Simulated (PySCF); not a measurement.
# One molecule, several mistakes: AlCH7NSi

These are calculations, not measurements. They come from PySCF 2.14.0, an open-source quantum chemistry program, on an isolated molecule that a program drew, which may never have been made. The molecule is AlCH7NSi (charge 0, doublet), drawn as the SMILES string `C[SiH2][NH][AlH]`.

Each row is a Hartree-Fock (HF) and frozen-core CCSD(T) single point in the cc-pV(D+d)Z basis, meant for a local HF minimum. Run 1 is clean. Each other run has one planted mistake out of seven kinds, and not every kind appears here: one electron removed, one electron added, multiplicity raised by two, geometry at a saddle point, minimal basis STO-3G, one bond length entered in bohr, all coordinates scaled. The reference is restricted for singlets and unrestricted otherwise, and also for a bond in bohr. Adding or removing an electron swaps singlet and doublet. Electrons count all cores. HOMO and LUMO are orbital energies over both spins, the gradient is its largest component, and the lowest frequency (negative if imaginary) is given only where the gradient is small. Bond lengths are over the 10 bonds as drawn. T1 is the CCSD diagnostic: over 0.02 (restricted) or 0.045 (unrestricted) a single reference is doubtful.

Geometry of the clean run:
```xyz
11
AlCH7NSi, angstrom
C    -0.4862   -0.6480   -1.4865
Si   -0.7921   -1.0034    0.3300
N    -0.6789    0.4480    1.2750
Al   -0.3168    2.1646    0.9149
H    -0.5596   -1.5787   -2.0569
H    -1.2227    0.0511   -1.8922
H     0.5105   -0.2311   -1.6559
H     0.1934   -2.0140    0.7978
H    -2.1346   -1.6238    0.4844
H    -0.8568    0.2768    2.2550
H    -0.3306    3.1493    2.1685
```

| run | electrons | basis functions | <S^2> | HOMO (eV) | LUMO (eV) | gradient (hartree/bohr) | lowest frequency (cm^-1) | mean bond (Å) | longest bond (Å) | T1 | HF (hartree) | CCSD(T) (hartree) | mistake |
|---|---|---|---|---|---|---|---|---|---|---|---|---|---|
| 1 | 47 | 109 | 0.755 | -8.23 | 1.31 | 2.3e-05 | 63 | 1.4262 | 1.876 | 0.0136 | -627.28908 | -627.82283 | no fault |
| 2 | 47 | 35 | 0.756 | -4.63 | 7.79 | 2.7e-02 | - | 1.4262 | 1.876 | 0.0139 | -619.83776 | -620.05133 | minimal basis STO-3G |
| 3 | 47 | 109 | 3.761 | -4.94 | -0.92 | 9.6e-02 | - | 1.4262 | 1.876 | 0.0172 | -627.14465 | -627.64412 | multiplicity raised by two |
| 4 | 48 | 109 | 0.000 | -0.17 | 6.95 | 5.5e-02 | - | 1.4262 | 1.876 | 0.0136 | -627.26607 | -627.83315 | one electron added |
| 5 | 46 | 109 | 0.000 | -15.27 | -6.86 | 5.4e-02 | - | 1.4262 | 1.876 | 0.0162 | -627.01130 | -627.54414 | ? |

**Which mistake was planted in run 5, and what did it cost?**

It counts 46 electrons, one fewer than the clean run, at the same geometry and basis. So the mistake is: one electron removed. Subtracting run 1 and multiplying by 627.51 kcal/mol a hartree, the energy moved by 174.3 kcal/mol in HF and 174.9 kcal/mol in CCSD(T).

